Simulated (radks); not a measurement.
Species: Rh2+. Configuration: [Kr] 4d7. Method: Dirac Kohn-Sham, revPBE, spin-unpolarised, spherical densities, finite nucleus; open shells are shared between the two j in proportion to 2j + 1; Fermi nuclear charge, rms radius 4.4945 fm; computed with a radial shooting solver on a logarithmic mesh with Libxc functionals.

Normalised radial functions P(r) = r R(r) (large component), r in bohr:

r	4s1/2	5p1/2
0.003557	0.1217	0.0027
0.004108	0.1357	0.0034
0.004745	0.1506	0.0042
0.00548	0.1663	0.0053
0.006379	0.1834	0.0067
0.007367	0.1996	0.0085
0.008508	0.2154	0.0106
0.009826	0.2299	0.0133
0.01135	0.2421	0.0166
0.01311	0.2509	0.0208
0.01514	0.2547	0.0258
0.01748	0.2518	0.0318
0.02035	0.2394	0.0394
0.0235	0.2166	0.0479
0.02714	0.1813	0.0576
0.03134	0.1320	0.0684
0.0362	0.0682	0.0799
0.04181	-0.0092	0.0916
0.04828	-0.0975	0.1026
0.05576	-0.1915	0.1116
0.06491	-0.2876	0.1172
0.07497	-0.3640	0.1167
0.08658	-0.4124	0.1083
0.09999	-0.4187	0.0903
0.1155	-0.3709	0.0615
0.1334	-0.2625	0.0221
0.154	-0.0969	-0.0259
0.1779	0.1102	-0.0778
0.2071	0.3407	-0.1291
0.2391	0.5273	-0.1651
0.2762	0.6368	-0.1792
0.3189	0.6304	-0.1640
0.3683	0.4882	-0.1160
0.4254	0.2182	-0.0383
0.4913	-0.1409	0.0589
0.5674	-0.5261	0.1592
0.6605	-0.8813	0.2460
0.7628	-1.1048	0.2898
0.881	-1.1816	0.2811
1.017	-1.1135	0.2147
1.175	-0.9371	0.0967
1.357	-0.7082	-0.0574
1.567	-0.4806	-0.2261
1.81	-0.2917	-0.3864
2.107	-0.1512	-0.5232
2.433	-0.0708	-0.6052
2.81	-0.0287	-0.6322
3.246	-0.0098	-0.6041
3.748	-0.0028	-0.5274
4.329	-0.0006	-0.4162
4.999	-0.0001	-0.2932
5.773	0.0000	-0.1826
6.721	0.0000	-0.0957
7.762	0.0000	-0.0446
8.965	0.0000	-0.0176
10.35	0.0000	-0.0057

4s1/2: eigenvalue -103.32 eV, 3 radial nodes at r = 0.0411, 0.165, 0.466 bohr, <r> = 0.978 bohr, 90 % of the charge inside 1.42 bohr. 5p1/2 (empty): eigenvalue -13.964 eV, 3 radial nodes at r = 0.143, 0.451, 1.29 bohr, <r> = 3.21 bohr, 90 % of the charge inside 4.68 bohr.
